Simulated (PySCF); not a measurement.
Compound: C6H12OS.
Structure used (PBE0-D3(BJ)/def2-SVP), in Å, numbered top down from 1:
```
atom  x, y, z in Å
O1     0.6605    2.6423   -1.2534
S2     0.1395    1.2307   -1.2309
C3     1.1129    0.3794    0.0664
C4     1.0191   -1.1392    0.0535
C5    -0.3710   -1.7258   -0.2008
C6    -1.5287   -1.1018    0.5861
C7    -2.2219    0.0570   -0.1291
C8    -1.4275    1.3398   -0.2895
H9     0.8034    0.8259    1.0243
H10    2.1336    0.7330   -0.1410
H11    1.7082   -1.5404   -0.7067
H12    1.3980   -1.5028    1.0238
H13   -0.3195   -2.8050    0.0127
H14   -0.6027   -1.6526   -1.2783
H15   -2.2904   -1.8769    0.7645
H16   -1.1878   -0.7854    1.5883
H17   -3.1461    0.3165    0.4140
H18   -2.5503   -0.2909   -1.1241
H19   -1.1487    1.8025    0.6716
H20   -1.9923    2.0910   -0.8627
```

Level: CAM-B3LYP/def2-SVPD in PySCF, non-relativistic, on one gas-phase PBE0-D3(BJ)/def2-SVP geometry that isn't relaxed in the solvent. The solvent is an IEF-PCM continuum (Bondi radii, 1.10 Å for H, scaled by 1.2), and excitations are vertical TDDFT with non-equilibrium linear response and a frozen core. Only the electrostatic response of the medium enters.

Gas-phase singlets (H = HOMO, L = LUMO):

```json
{"state": "S1", "E (eV)": "5.781", "λ (nm)": "214", "f": "0.009", "leading configurations": "H→L+3 48%, H→L+2 15%"}
{"state": "S2", "E (eV)": "5.948", "λ (nm)": "208", "f": "0.037", "leading configurations": "H→L+1 65%, H→L+5 21%"}
{"state": "S3", "E (eV)": "6.384", "λ (nm)": "194", "f": "0.007", "leading configurations": "H→L 62%, H→L+3 12%"}
{"state": "S4", "E (eV)": "6.684", "λ (nm)": "185", "f": "0.069", "leading configurations": "H→L+2 63%, H→L+3 24%"}
{"state": "S5", "E (eV)": "6.745", "λ (nm)": "184", "f": "0.003", "leading configurations": "H-1→L+3 46%, H-1→L+2 13%"}
```

Question: What are the lowest 5 singlets in acetonitrile (ε = 35.69)?

Answer: 
```csv
state,E (eV),λ (nm),f,leading configurations,change by rank (eV)
S1,5.883,211,0.012,"H→L 70%, H→L+2 14%",+0.102
S2,6.324,196,0.057,"H→L+1 73%, H→L+5 13%",+0.376
S3,6.805,182,0.017,"H→L+2 54%, H→L 24%",+0.421
S4,6.907,180,0.008,"H-1→L 67%, H-1→L+2 15%",+0.223
S5,7.021,177,0.094,H→L+3 88%,+0.276
```

Question: What are the lowest 5 singlets in dimethylsulfoxide (ε = 46.83)?

Answer: 
```json
{"state": "S1", "E (eV)": "5.879", "λ (nm)": "211", "f": "0.013", "leading configurations": "H→L 71%, H→L+2 13%", "change by rank (eV)": "+0.098"}
{"state": "S2", "E (eV)": "6.320", "λ (nm)": "196", "f": "0.062", "leading configurations": "H→L+1 73%, H→L+5 13%", "change by rank (eV)": "+0.372"}
{"state": "S3", "E (eV)": "6.806", "λ (nm)": "182", "f": "0.019", "leading configurations": "H→L+2 55%, H→L 24%", "change by rank (eV)": "+0.422"}
{"state": "S4", "E (eV)": "6.905", "λ (nm)": "180", "f": "0.009", "leading configurations": "H-1→L 68%, H-1→L+2 15%", "change by rank (eV)": "+0.221"}
{"state": "S5", "E (eV)": "7.016", "λ (nm)": "177", "f": "0.099", "leading configurations": "H→L+3 88%", "change by rank (eV)": "+0.271"}
```

Question: The ground-state energy changes by -0.447 eV from gas to dimethylsulfoxide. By how much does the total energy of gas-phase S3 change?

Answer: E(S3) = E(S0) + excitation energy, so it changes by -0.447 + 0.422 = -0.025 eV: it is lowered less than the ground state, which is what a blue shift means. This is the vertical state, with the slow part of the continuum still set for S0.

Question: How do the frontier levels move from gas to dimethylsulfoxide?

Answer: 
```tsv
orbital	gas (eV)	solvent (eV)	change (eV)
LUMO+2	1.32	1.47	+0.15
LUMO+1	1.21	1.44	+0.23
LUMO	1.05	1.22	+0.17
HOMO	-7.85	-8.17	-0.32
HOMO-1	-8.86	-9.20	-0.34
HOMO-2	-10.75	-10.33	+0.42
HOMO-3	-10.90	-10.48	+0.42
```

The HOMO–LUMO gap goes from 8.90 to 9.38 eV. Rows go by rank; for LUMO, LUMO+1 and LUMO+2 the atom shares or the degeneracy differ between the runs, so the row needn't follow one orbital.
